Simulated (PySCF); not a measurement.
GeH₆OSi. Atoms are numbered in the order given.

```xyz
9

Si    -1.3043    -0.2455    -0.0983
O     -1.8081     1.1102    -0.9420
Ge     1.0382    -0.1637     0.2553
H     -1.9893    -0.3659     1.2261
H     -1.6713    -1.4172    -0.9356
H     -1.5735     1.9651    -0.5674
H      1.4115     1.1371     0.9924
H      1.7994    -0.1772    -1.0806
H      1.5255    -1.3480     1.1075
```
Charge 0, spin multiplicity 1.

The structure is a stationary point at ωB97X-D3(BJ)/def2-SVP. The values are those of a single conformer.

Calculation: PySCF with KT2/pcSseg-1.

GIAO shieldings, no solvent; atoms listed in one row are averaged. δ = σ(ref) − σ: ²⁹Si against TMS (σ = 361.9 ppm); ¹⁷O against H2O (σ = 330.4 ppm); ⁷³Ge against GeH4 (σ = 1669.3 ppm); ¹H against TMS (σ = 31.47 ppm), references at their B3LYP-D3(BJ)/def2-TZVP geometries, non-relativistic.

```json
[
 {"nucleus": "²⁹Si", "atoms": "Si1", "count": "1", "δ (ppm)": "-11.1"},
 {"nucleus": "¹⁷O", "atoms": "O2", "count": "1", "δ (ppm)": "9.2"},
 {"nucleus": "⁷³Ge", "atoms": "Ge3", "count": "1", "δ (ppm)": "-25.0"},
 {"nucleus": "¹H", "atoms": "H4", "count": "1", "δ (ppm)": "6.13"},
 {"nucleus": "¹H", "atoms": "H5", "count": "1", "δ (ppm)": "5.84"},
 {"nucleus": "¹H", "atoms": "H7, H8, H9", "count": "3", "δ (ppm)": "3.65"},
 {"nucleus": "¹H", "atoms": "H6", "count": "1", "δ (ppm)": "-0.02"}
]
```
